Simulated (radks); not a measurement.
The numbers below are computed, except where a source is named.
Species: Te I. Configuration: [Kr] 4d10 5s2 5p3 5d1 (not the ground configuration).

Code: a radial shooting solver on a logarithmic mesh with Libxc functionals. Model: scalar-relativistic Kohn-Sham, BP86, spin-polarised, spherical densities, point nucleus; open shells are filled with parallel spins first (spin-orbit coupling, left out, can overturn this in heavy ions).

Energy parts (eV):
total: -184913.655
kinetic: 193747.663
electron-nucleus: -447078.979
Hartree: 73223.711
exchange-correlation: -4806.050

Orbitals (lengths in bohr, moments of r in powers of bohr; r(90%) holds 90 % of the orbital's charge):
| orbital | occ. | eigenvalue (eV) | r(90%) |
|---|---|---|---|
| 1s up | 1 | -31639.24 | 0.0500 |
| 1s down | 1 | -31639.16 | 0.0500 |
| 2s up | 1 | -4855.312 | 0.185 |
| 2s down | 1 | -4855.272 | 0.185 |
| 2p up | 3 | -4359.025 | 0.170 |
| 2p down | 3 | -4358.955 | 0.170 |
| 3s up | 1 | -969.6061 | 0.473 |
| 3s down | 1 | -969.5311 | 0.473 |
| 3p up | 3 | -808.2951 | 0.481 |
| 3p down | 3 | -808.2097 | 0.481 |
| 3d up | 5 | -564.3696 | 0.467 |
| 3d down | 5 | -564.2875 | 0.467 |
| 4s up | 1 | -168.6015 | 1.10 |
| 4s down | 1 | -168.4171 | 1.10 |
| 4p up | 3 | -118.6139 | 1.20 |
| 4p down | 3 | -118.4209 | 1.20 |
| 4d up | 5 | -45.9058 | 1.50 |
| 4d down | 5 | -45.5703 | 1.48 |
| 5s up | 1 | -19.5530 | 2.98 |
| 5s down | 1 | -17.4984 | 2.97 |
| 5p up | 3 | -9.9297 | 3.73 |
| 5p down | 0 | -7.7569 | 3.87 |
| 5d up | 1 | -0.7642 | 10.9 |

The highest occupied level is 5d up at -0.764 eV. The configuration is held as typed, so some empty levels lie below it. The density falls to 0.001 e/bohr^3 at r = 4.66 bohr.

Run on one thread of a shared host, so times are rough (Arm Neoverse N1): 0.32 s of CPU time, 0.32 s wall, 14 iterations on 2725 mesh points.
